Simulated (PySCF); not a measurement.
## Correlation energy of Nb (niobium, neutral)

[Kr] 4d3 5s1 6s1, high-spin 6F determinant (an excited configuration). Calculation: PySCF 2.14, in aug-cc-pVTZ-PP with ECP28MDF; a scalar-relativistic core potential. Frozen: 4s2 4p6; 5 electrons correlated.

MP2 pair energies summed by pair of shells (mhartree):

```tsv
pair	energy	share (%)
4d-4d	-15.29	49.0
4d-5s	-12.61	40.4
5s-6s	-1.83	5.9
4d-6s	-1.50	4.8
```

Total MP2 correlation energy: -31.23 mhartree.

Same-spin part -31.23 and opposite-spin part 0.00 mhartree; SCS-MP2 scales them by 1/3 and 6/5 to -10.41 mhartree.
